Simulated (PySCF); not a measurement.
Species: C2H14OSi5.
Z-matrix (Å and degrees, GFN2-xTB geometry), rows numbered from 1:
```
C 
Si  1  1.9108
Si  2  2.3903  1  111.02
C   3  1.9116  2  114.42  1    10.52
Si  3  2.3762  2   89.73  1  -106.98
Si  5  2.3563  3   89.56  2    -6.50
O   6  1.6470  2  107.95  1  -144.66
Si  7  1.6074  6  151.54  2   -55.10
H   1  1.0861  2  112.35  3   171.77
H   1  1.0855  2  111.36  3   -67.64
H   1  1.0865  2  110.68  3    51.72
H   2  1.4802  1  104.00  3   129.52
H   3  1.4796  2  117.75  1   132.93
H   4  1.0863  3  111.72  2    69.33
H   4  1.0861  3  110.63  2   -50.35
H   4  1.0862  3  111.86  2  -170.05
H   5  1.4745  3  115.13  2   110.86
H   5  1.4719  3  117.51  2  -128.73
H   6  1.4722  2  125.96  1   -29.83
H   8  1.4649  7  107.76  6    43.88
H   8  1.4626  7  107.85  6   -75.40
H   8  1.4584  7  105.01  6   164.37
```

Mulliken charges (e) from the PBE0/pcSseg-1 density (PySCF), one withheld:

```
atom        bonded to   charge
  C1   Si2 H9 H10 H11  -0.5832
 Si2   C1 Si3 Si6 H12  +0.1059
 Si3   Si2 C4 Si5 H13  +0.1543
  C4  Si3 H14 H15 H16  -0.5804
 Si5  Si3 Si6 H17 H18  +0.0151
 Si6   Si5 O7 Si2 H19  +0.5315
  O7          Si6 Si8  -0.7327
 Si8   O7 H20 H21 H22        ?
  H9               C1  +0.1476
 H10               C1  +0.1440
 H11               C1  +0.1334
 H12              Si2  -0.0128
 H13              Si3  -0.0165
 H14               C4  +0.1441
 H15               C4  +0.1367
 H16               C4  +0.1469
 H17              Si5  -0.0245
 H18              Si5  -0.0124
 H19              Si6  -0.0570
 H20              Si8  -0.1301
 H21              Si8  -0.1236
 H22              Si8  -0.1199
```

Task: What is the charge on Si8?

Result: The charges add up to the total charge, 0. The others sum to -0.7336, which leaves +0.7336 e for Si8 (oxygen-bound silicon); the computed value is +0.7339, the difference coming from rounding.

Task: Add each hydrogen's charge to the atom that carries it.

Result: C1 -0.1582, Si2 +0.0931, Si3 +0.1378, C4 -0.1527, Si5 -0.0218, Si6 +0.4745, Si8 +0.3603. Atoms without hydrogen keep their charges.

Task: Across which bond do the charges differ most?

Result: Si8–O7: +0.7339 on Si8 against -0.7327 on O7, a difference of 1.4666 e. The lower charge is on the more electronegative element of the two (Pauling values: O 3.44, Si 1.90).

Task: Take the bonds between elements whose Pauling electronegativities differ by more than 0.25. In how many does the more electronegative atom carry the lower charge?

Result: In 18 of 18.

Task: How much positive and how much negative charge does this set hold in all?

Result: +2.3934 e on 11 atoms and -2.3931 e on 11.

The Mulliken scheme counts on each atom the diagonal of the density matrix times the overlap matrix over that atom's basis functions. The structure is a single GFN2-xTB conformer in the gas phase; no vibrational or solvent corrections.

The run behind these numbers computed NMR shieldings as well. The run took 3.8 min wall, 3.4 min CPU (with the writing of density and orbital grids) on Intel Xeon at 2.50 GHz, one thread, no GPU, shared host with 64 logical CPUs at a one-minute load of 58, and the process peaked at 1.1 GiB of memory.
